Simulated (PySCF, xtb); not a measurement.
C2H8BN3, SMILES NB1NCCN1.

Geometry optimised at B3LYP-D3(BJ)/def2-SVP. The structure was generated by enumeration, and PubChem lists no compound with its InChIKey, so it may never have been made. Other conformers were not sampled.

The numbers are results of C-PCM-M06-2X/def2-SVP (PySCF), not measurements.

The values are the electrostatic part of the solvation free energy, E(continuum) − E(gas) at the gas-phase geometry, in a cavity of scaled van der Waals radii (PySCF's table); cavitation and dispersion terms are not included. In vacuum the orbital gap is 9.68 eV. The dipole moment in vacuum is 0.79 D.

```tsv
solvent	ε	ΔG(elec) (kcal/mol)	dipole (D)	gap (eV)
water	78.36	-6.0	0.91	9.94
1-octanol	9.86	-5.4	0.90	9.92
diethylether	4.24	___	___	___
```

Q: Complete the blanks. (The exact figures need the calculation; the answer reports its results.)

A: 
- diethylether, ΔG(elec) (kcal/mol): -4.5
- diethylether, dipole (D): 0.88
- diethylether, gap (eV): 9.89

For comparison, GFN2-xTB/ALPB(water) (xtb, at the GFN2-xTB geometry, all terms of that model) gives -4.1 kcal/mol.
